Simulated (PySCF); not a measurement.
Gas-phase reaction: 3 SbF₃ + 6 FO ⇌ 3 SbF₅ + 2 O₃

Computed with PySCF and rigid-rotor harmonic-oscillator thermochemistry at 1 bar. † marks an energy on the PBE0/def2-TZVP geometry and frequencies; other levels use their own. Open shells (unrestricted): FO (multiplicity 2); the rest are closed-shell singlets. Spin-orbit splitting is ignored; it lowers the true energy and changes the entropy of FO. Sb: scalar-relativistic def2 core potential, no spin-orbit coupling. Strong static correlation: O₃.

BLYP/def2-TZVP† gives ΔH°(298 K) = -1362 kJ.

### Question
What do LDA/def2-TZVP†, PBE0/def2-SVP†, PBE/def2-SVP give?

### Answer
LDA/def2-TZVP†: -1813 kJ; PBE0/def2-SVP†: -1309 kJ; PBE/def2-SVP: -1441 kJ. For scale, ΔH°(298 K) is -1362 kJ at this level, -1485 kJ at ωB97M-V/def2-TZVP†, and runs from -1882 to -841 kJ over the 17 levels computed.
